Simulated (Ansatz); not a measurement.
Gas-phase electronic energies from Ansatz, PBE0-D4/def2-TZVP geometries. CCSD(T)/CBS adds triple-zeta CCSD(T) − MP2 to the extrapolated MP2 energy (def2 sets, frozen cores). Functionals use def2-TZVPP. B3LYP here is the variant with VWN-RPA as its local correlation; programs differ in this. For Ge outer-core shells are correlated without core-valence functions, which leaves a few kJ/mol of doubt a bond. Scalar relativity is left out up to krypton. Each species was taken in one conformer, which may not be the lowest.

Reaction (ligand exchange at the Si–C bond): `Cl[SiH](Cl)C[CH2][GeH3]` + `C=C[SiH2]S` → `C=C[SiH2]S[SiH](Cl)Cl` + `C[CH2][GeH3]`

```
         level  ΔE (eV)
        PBE-D4    -0.73
     r2SCAN-D4    -0.73
       PBE0-D4    -0.73
        r2SCAN    -0.71
         B3LYP    -0.64
MP2/def2-TZVPP    -0.73
MP2/def2-QZVPP    -0.75
CCSD/CBS(def2)    -0.67
```

Question: What does CCSD(T)/CBS give? (Estimate.)

Answer: The calculation gave: -0.70 eV. The listed levels differ from it by -0.03, -0.03, -0.03, -0.01, 0.06, -0.03, -0.05, 0.03 eV.

Largest T1 diagnostic among the species: 0.011.

The D4 term adds −0.09 eV with B3LYP and −0.05 eV with PBE0; it sums over pairs of atoms, weighted by their polarisabilities, and B3LYP, whose exchange is more repulsive, gets the larger term.
